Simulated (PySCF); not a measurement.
How methods differ on the ionisation energy of Br²⁺

Br²⁺ [Ar] 3d10 4s2 4p3 (4S) → Br³⁺ [Ar] 3d10 4s2 4p2 (3P), as a difference of total energies. Calculation: PySCF 2.14, in def2-TZVP (6s5p4d1f, 48 functions); no relativity, point nucleus. Correlated levels: valence: [Ar] 3d10 frozen. The calculations carry no spin-orbit coupling.

| method | ionisation energy (eV) |
| --- | --- |
| UHF | 34.592 |
| BP86 | 35.165 |
| PBE0 | 35.187 |
| MP2 (valence) | 35.115 |
| SCS-MP2 (valence) | 34.960 |
| CCSD (valence) | 35.073 |
| CCSD(T) (valence) | 35.100 |

Problem. How much does correlation contribute at CCSD(T) (valence)?

Solution. 35.100 − (34.592) = 0.508 eV, measured against UHF.

These non-relativistic numbers lack the scalar-relativistic shift.

The reference lies between the lowest fine-structure levels, while these numbers refer to the centres of the terms.

Errors of the correlated levels include the incompleteness of this basis and the frozen core.

For comparison: 34.871 ± 0.019 eV (measured; NIST Atomic Spectra Database, ionization energies).
